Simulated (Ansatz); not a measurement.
Cost and result up the ladder for the cluster Li₁₈ (18 atoms). Total charge 0; singlet. Geometry: PBE0/def2-SVP.

```xyz
18

Li   -2.170    2.793    2.226
Li   -0.441    2.808   -0.297
Li    0.451    1.125    2.207
Li    2.776   -0.843    1.139
Li    0.922   -2.551    3.121
Li    1.558    1.978   -2.968
Li    2.629    2.137   -0.041
Li   -1.458    1.019   -2.525
Li    3.576   -0.269   -1.844
Li    0.914   -1.174   -3.326
Li    0.933    0.178   -0.976
Li   -1.908   -0.697    3.111
Li   -3.501    2.824   -0.847
Li   -1.547   -1.867   -1.291
Li   -1.600   -3.542    1.317
Li    1.201   -3.149   -0.431
Li   -0.148   -1.313    1.042
Li   -2.188    0.543    0.385
```

Ansatz on 4 threads of Intel Xeon 6975P-C on a shared host. Times are rough, and most runs start from the orbitals of an earlier one. No level here is sound enough to serve as a yardstick. Binding counts from free atoms at the same level (Li doublet; other spins of the atoms weren't run), without zero-point energy or a counterpoise term.

Correlated methods freeze no core orbitals; core or outer-core shells of Li are correlated, in sets that lack core-valence functions. The rows differ in basis, and correlated rows in double-zeta sets carry the largest basis error. Another isomer (singlet) lies 0.22 eV lower at PBE0/def2-TZVP; other spin states weren't run for this one.

Correlated methods converge slowly with the basis, most of all in double-zeta sets.

```tsv
level	functions	wall time	binding energy per atom (eV)	remarks
BLYP/def2-TZVP	252	3 s	0.95	restricted SCF unstable in HF
PBE/def2-TZVP (with forces)	252	3.3 s	1.11	restricted SCF unstable in HF
PBE0/def2-TZVP	252	3.8 s	1.07	restricted SCF unstable in HF
r2SCAN/def2-TZVP	252	5.5 s	1.08	restricted SCF unstable in HF
r2SCAN0/def2-TZVP	252	6.5 s	1.06	restricted SCF unstable in HF
CCSD(T)/def2-SVP	162	44 s	1.03	restricted SCF unstable
```
